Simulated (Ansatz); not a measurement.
One change: `O=C[SiH2]Cl` becomes `O=C[SiH2][SiH2][AlH2]`.

Ansatz, PBE0-D4/def2-TZVP geometries, multiplicity 1. Each molecule was computed in one conformer, which needn't be the lowest.

| property | `O=C[SiH2]Cl` |
| --- | --- |
| HOMO energy (PBE/def2-TZVPP) / eV | -5.97 |
| LUMO energy (B3LYP/def2-TZVPP) / eV | -2.28 |
| LUMO energy (ωB97M-V/def2-TZVPP) / eV | 0.26 |
| HOMO–LUMO gap (ωB97M-V/def2-TZVPP) / eV | 9.97 |
| size of the dipole moment (B3LYP/def2-TZVPP) / D | 1.01 |
| HOMO energy (ωB97M-V/def2-TZVPP) / eV | -9.70 |

(1) What does the change do to each property? (Estimate.)

## Answers

(1) The calculation gave: 
| property | `O=C[SiH2][SiH2][AlH2]` | shift |
| --- | --- | --- |
| HOMO energy (PBE/def2-TZVPP) / eV | -5.59 | 0.38 |
| LUMO energy (B3LYP/def2-TZVPP) / eV | -2.60 | -0.32 |
| LUMO energy (ωB97M-V/def2-TZVPP) / eV | -0.79 | -1.05 |
| HOMO–LUMO gap (ωB97M-V/def2-TZVPP) / eV | 8.24 | -1.73 |
| size of the dipole moment (B3LYP/def2-TZVPP) / D | 2.57 | 1.56 |
| HOMO energy (ωB97M-V/def2-TZVPP) / eV | -9.02 | 0.68 |

With PBE0 the HOMO rises by 0.52 eV and the LUMO falls by 0.40 eV, so the gap narrows by about 0.92 eV. PBE moves the HOMO by 0.38 eV and ωB97M-V by 0.68 eV. Dipoles are sizes alone; their direction can turn.

B3LYP here is the variant with VWN-RPA as its local correlation; programs differ in this.
